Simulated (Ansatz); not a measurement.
`C[CH](F)[AlH2]` + `FB(F)Cl` → `F[B](F)[AlH2]` + `CC(F)Cl` at 700 K and 1 bar (formal exchange of groups at the Al–C bond).

Program: Ansatz. Geometries: PBE0-D4/def2-TZVP. ΔE: electronic, gas phase. CCSD(T)/CBS is the MP2 limit (def2-TZVPP, def2-QZVPP) plus CCSD(T) − MP2 in def2-TZVPP, frozen cores.

```csv
species,CCSD(T)/CBS energy (Eh),H − E (kJ/mol),S (J/(mol·K))
`C[CH](F)[AlH2]`,-421.48707,254.6,435.8
`FB(F)Cl`,-684.31926,67.3,330.2
`F[B](F)[AlH2]`,-467.68048,115.1,391.7
`CC(F)Cl`,-638.08166,208.4,372.2
```

H − E and S are ideal-gas, rigid-rotor, harmonic terms from PBE0-D4/def2-TZVP, for one conformer and one mirror image of each species. 1 Eh = 2625.50 kJ/mol, R = 8.31446 J/(mol·K).

**Question.** By hand: ΔE, ΔH, ΔS and ΔG.

**Answer.** ΔE = (-467.68048) + (-638.08166) − (-421.48707) − (-684.31926) = 0.04419 Eh = 116.0 kJ/mol. Δ(H − E) = 115.1 + 208.4 − 254.6 − 67.3 = 1.6, so ΔH = 117.6 kJ/mol. ΔS = 391.7 + 372.2 − 435.8 − 330.2 = -2.1 J/(mol·K). ΔG = 117.6 − 700 × (-2.1)/1000 = 119.1 kJ/mol.

**Question.** By hand: the equilibrium constant, and the temperature at which ΔG would vanish if ΔH and ΔS stayed fixed.

**Answer.** log₁₀ K = −ΔG/(RT ln 10) = -8.9. ΔH and −TΔS have one sign here, so there is no such temperature. One of them is within its doubt of zero, so this could turn.

The number of gas molecules stays the same, so ΔS is small and ΔH decides. A doubt of 5 kJ/mol in ΔE shifts log₁₀ K by 0.4 here. Other conformers and mirror images would add mixing entropy, several J/(mol·K) or more a flexible species. These are equilibria of isolated gas molecules and say nothing of rates. Largest T1 diagnostic: 0.014 (customary marks: 0.02 for closed shells, 0.045 for open ones).
